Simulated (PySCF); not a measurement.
Electronic structure of S⁺ (sulfur, charge +1) at the UHF level

Configuration: [Ne] 3s2 3p3, high-spin 4S determinant. Calculation: PySCF 2.14, in def2-TZVP; no relativity, point nucleus.

```
Total energy                                     : -397.162684 hartree
One-electron energy                              : -542.9212 hartree
Hartree (Coulomb) energy                         : 170.5496 hartree
Exchange energy                                  : -24.7911 hartree
Kinetic energy                                   : 397.14810 hartree
⟨S²⟩                                             : 3.7506
⟨L²⟩                                             : 0.000
Sum of ⟨r⟩                                       : 12.76 bohr
Sum of ⟨r²⟩                                      : 20.84 bohr²
Density at the nucleus (Gaussians lack the cusp) : 2570 bohr⁻³
Spin density at the nucleus                      : 0.340 bohr⁻³
Langevin diamagnetic susceptibility              : -16.5 ×10⁻⁶ cm³/mol
Time after the integrals                         : 0.11 s of wall time on 1 thread of Neoverse-N1 (shared host)
```

```json
{"shell": "1s α", "electrons": "1", "mean orbital energy (eV)": "-2515.6", "rms radius, mean of both spins (bohr)": "0.113"}
{"shell": "1s β", "electrons": "1", "mean orbital energy (eV)": "-2514.7", "rms radius, mean of both spins (bohr)": "0.113"}
{"shell": "2s α", "electrons": "1", "mean orbital energy (eV)": "-256.96", "rms radius, mean of both spins (bohr)": "0.518"}
{"shell": "2s β", "electrons": "1", "mean orbital energy (eV)": "-256.09", "rms radius, mean of both spins (bohr)": "0.518"}
{"shell": "2p α", "electrons": "3", "mean orbital energy (eV)": "-194.10", "rms radius, mean of both spins (bohr)": "0.492"}
{"shell": "2p β", "electrons": "3", "mean orbital energy (eV)": "-192.48", "rms radius, mean of both spins (bohr)": "0.492"}
{"shell": "3s α", "electrons": "1", "mean orbital energy (eV)": "-38.437", "rms radius, mean of both spins (bohr)": "1.79"}
{"shell": "3s β", "electrons": "1", "mean orbital energy (eV)": "-29.057", "rms radius, mean of both spins (bohr)": "1.79"}
{"shell": "3p α", "electrons": "3", "mean orbital energy (eV)": "-23.464", "rms radius, mean of both spins (bohr)": "2.04"}
```
